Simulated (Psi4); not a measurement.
C$_{6}$H$_{12}$O, singlet, geometry from GFN2-xTB; Psi4 with HF/6-31G.

Input for Psi4:
```
memory 2 GB

molecule mol {
0 1
C    -2.113925   -1.456669    0.269347
C    -1.125030   -0.300832    0.390015
C    -1.705211    0.969445   -0.226354
C     0.201297   -0.658378   -0.287527
C     1.322639    0.299411    0.056256
C     2.450170    0.314380   -0.947842
O     1.328456    0.982740    1.047690
H    -1.722123   -2.354277    0.743026
H    -3.055297   -1.201083    0.749617
H    -2.313941   -1.678770   -0.777421
H    -0.921202   -0.111472    1.448519
H    -1.911510    0.821399   -1.285317
H    -2.634170    1.241470    0.268818
H    -1.006954    1.795644   -0.118525
H     0.077780   -0.707540   -1.371116
H     0.528940   -1.646690    0.050451
H     3.314985    0.828619   -0.537256
H     2.116685    0.844812   -1.838424
H     2.719522   -0.698173   -1.237268
}

set {
  basis 6-31g
  reference rhf
  scf_type mem_df
}

energy('scf')
print_variables()
```

### Question
Predict the main parts of the log of this Psi4 run.

### Answer

```
   => Loading Basis Set <=

    Name: 6-31G
    Role: ORBITAL
    Keyword: BASIS

         ---------------------------------------------------------
                                   SCF
               by Justin Turney, Rob Parrish, Andy Simmonett
                          and Daniel G. A. Smith
                              RHF Reference
         ---------------------------------------------------------

  ==> Geometry <==

    Molecular point group: c1
    Full point group: C1

    Geometry (in Angstrom), charge = 0, multiplicity = 1:

       Center              X                  Y                   Z               Mass
    ------------   -----------------  -----------------  -----------------  -----------------
         C           -2.161511917035    -1.485030194738     0.230691330428    12.000000000000
         C           -1.172616917035    -0.329193194738     0.351359330428    12.000000000000
         C           -1.752797917035     0.941083805262    -0.265009669572    12.000000000000
         C            0.153710082965    -0.686739194738    -0.326182669572    12.000000000000
         C            1.275052082965     0.271049805262     0.017600330428    12.000000000000
         C            2.402583082965     0.286018805262    -0.986497669572    12.000000000000
         O            1.280869082965     0.954378805262     1.009034330428    15.994914619570
         H           -1.769709917035    -2.382638194738     0.704370330428     1.007825032230
         H           -3.102883917035    -1.229444194738     0.710961330428     1.007825032230
         H           -2.361527917035    -1.707131194738    -0.816076669572     1.007825032230
         H           -0.968788917035    -0.139833194738     1.409863330428     1.007825032230
         H           -1.959096917035     0.793037805262    -1.323972669572     1.007825032230
         H           -2.681756917035     1.213108805262     0.230162330428     1.007825032230
         H           -1.054540917035     1.767282805262    -0.157180669572     1.007825032230
         H            0.030193082965    -0.735901194738    -1.409771669572     1.007825032230
         H            0.481353082965    -1.675051194738     0.011795330428     1.007825032230
         H            3.267398082965     0.800257805262    -0.575911669572     1.007825032230
         H            2.069098082965     0.816450805262    -1.877079669572     1.007825032230
[...]
   @DF-RHF iter   1:  -308.73073122500313   -7.96361e-01   6.64885e-03 ADIIS/DIIS
   @DF-RHF iter   2:  -308.87616952547540   -1.45438e-01   4.14914e-03 ADIIS/DIIS
   @DF-RHF iter   3:  -308.92566044074238   -4.94909e-02   8.58807e-04 ADIIS/DIIS
   @DF-RHF iter   4:  -308.92896140505627   -3.30096e-03   3.04697e-04 ADIIS/DIIS
   @DF-RHF iter   5:  -308.92946360849538   -5.02203e-04   6.20050e-05 DIIS
   @DF-RHF iter   6:  -308.92950619245829   -4.25840e-05   2.80369e-05 DIIS
   @DF-RHF iter   7:  -308.92951282676961   -6.63431e-06   1.13592e-05 DIIS
   @DF-RHF iter   8:  -308.92951405811380   -1.23134e-06   1.72160e-06 DIIS
   @DF-RHF iter   9:  -308.92951408797705   -2.98633e-08   4.15708e-07 DIIS
  Energy and wave function converged.

  ==> Post-Iterations <==

    Orbital Energies [Eh]
    ---------------------

    Doubly Occupied:

[...]
      28A     -0.401156

    Virtual:

[...]
    Final Occupation by Irrep:
              A
    DOCC [    28 ]
    NA   [    28 ]
    NB   [    28 ]

  @DF-RHF Final Energy:  -308.92951408797705

   => Energetics <=

    Nuclear Repulsion Energy =            314.1579294637797375
    One-Electron Energy =               -1040.9487007477464431
    Two-Electron Energy =                 417.8612571959896513
    Total Energy =                       -308.9295140879770543

Computation Completed

Properties will be evaluated at   0.000000,   0.000000,   0.000000 [a0]

Properties computed using the SCF density matrix

 Multipole Moments:

 ------------------------------------------------------------------------------------
     Multipole            Electronic (a.u.)      Nuclear  (a.u.)        Total (a.u.)
 ------------------------------------------------------------------------------------

 L = 1.  Multiply by 2.5417464519 to convert [e a0] to [Debye]
 Dipole X            :          5.0009699           -5.0358638           -0.0348939
 Dipole Y            :          2.2657274           -3.0013120           -0.7355846
 Dipole Z            :          3.0773706           -4.0907345           -1.0133640
 Magnitude           :                                                    1.2526806

 ------------------------------------------------------------------------------------

  Variable Map:
  ----------------------------------------------------------------------------
[...]
  Array Variable Map:
  ----------------------------------------------------------------------------
[...]
[...]
```
